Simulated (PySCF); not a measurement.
## Radial density of Ne+ (neon, charge +1)

r2SCAN, [He] 2s2 2p5, 2P determinant. All numbers are calculated (PySCF 2.14, scalar relativity by spin-free X2C-1e, in aug-cc-pVDZ-DK).

```csv
r (bohr),4πr²ρ (e/bohr),4πr²(ρα − ρβ)
0.00201,0.03241,0.0000
0.00339,0.08965,0.0000
0.00570,0.2402,0.0001
0.00958,0.6140,0.0003
0.0161,1.505,0.0007
0.0271,3.388,0.0018
0.0456,6.611,0.0050
0.0767,10.09,0.0181
0.129,10.42,0.0830
0.217,6.563,0.3155
0.365,5.378,0.7896
0.614,7.610,1.1162
1.03,4.864,0.6575
1.74,0.9131,0.1047
2.92,0.03716,0.0039
4.91,1.462e-05,0.0000
```

Densities and radii are taken from the X2C orbitals without a picture-change correction, which distorts them close to the nucleus.
